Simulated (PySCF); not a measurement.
Al(Br)(Me)(Vi), SMILES [Al]([CH3])([Br])[CH]=C, singlet, PBE0/def2-SVP optimised geometry.

```
11

Al     0.30     0.23     0.00
Br     2.58     0.23     0.00
C     -0.61     1.95     0.00
H     -1.71     1.86     0.00
H     -0.32     2.55    -0.88
H     -0.33     2.54     0.89
C     -0.59    -1.49     0.00
C     -1.93    -1.58     0.00
H     -0.02    -2.43     0.01
H     -2.46    -2.55     0.00
H     -2.58    -0.70     0.00
```

Density from PBE0/def2-TZVP run with PySCF at that geometry.

Minimum of the electron density along straight lines between bonded atoms, close to the bond critical point (lines longer than 1.1 times the sum of covalent radii, or with two minima, are not listed):

```json
[
 {"bond": "Al1–Br2", "length / Å": "2.274", "ρ at the minimum / e bohr⁻³": "…", "∇²ρ there / e bohr⁻⁵": "…", "position (fraction from the first atom)": "0.37"},
 {"bond": "Al1–C3", "length / Å": "1.947", "ρ at the minimum / e bohr⁻³": "0.088", "∇²ρ there / e bohr⁻⁵": "0.27", "position (fraction from the first atom)": "0.40"},
 {"bond": "C3–H4", "length / Å": "1.101", "ρ at the minimum / e bohr⁻³": "0.264", "∇²ρ there / e bohr⁻⁵": "-0.86", "position (fraction from the first atom)": "0.64"},
 {"bond": "C3–H5", "length / Å": "1.103", "ρ at the minimum / e bohr⁻³": "0.263", "∇²ρ there / e bohr⁻⁵": "-0.85", "position (fraction from the first atom)": "0.64"},
 {"bond": "C3–H6", "length / Å": "1.103", "ρ at the minimum / e bohr⁻³": "0.263", "∇²ρ there / e bohr⁻⁵": "-0.84", "position (fraction from the first atom)": "0.64"},
 {"bond": "Al1–C7", "length / Å": "1.940", "ρ at the minimum / e bohr⁻³": "0.089", "∇²ρ there / e bohr⁻⁵": "0.28", "position (fraction from the first atom)": "0.40"},
 {"bond": "C7–C8", "length / Å": "1.343", "ρ at the minimum / e bohr⁻³": "…", "∇²ρ there / e bohr⁻⁵": "-1.02", "position (fraction from the first atom)": "0.49"},
 {"bond": "C7–H9", "length / Å": "1.099", "ρ at the minimum / e bohr⁻³": "0.273", "∇²ρ there / e bohr⁻⁵": "-0.93", "position (fraction from the first atom)": "0.65"},
 {"bond": "C8–H10", "length / Å": "1.098", "ρ at the minimum / e bohr⁻³": "0.277", "∇²ρ there / e bohr⁻⁵": "-0.96", "position (fraction from the first atom)": "0.65"},
 {"bond": "C8–H11", "length / Å": "1.098", "ρ at the minimum / e bohr⁻³": "0.277", "∇²ρ there / e bohr⁻⁵": "-0.97", "position (fraction from the first atom)": "0.65"}
]
```

**Question.** Complete the blanks.

**Answer.** 
- Al1–Br2, ρ at the minimum / e bohr⁻³: 0.063
- Al1–Br2, ∇²ρ there / e bohr⁻⁵: 0.19
- C7–C8, ρ at the minimum / e bohr⁻³: 0.342
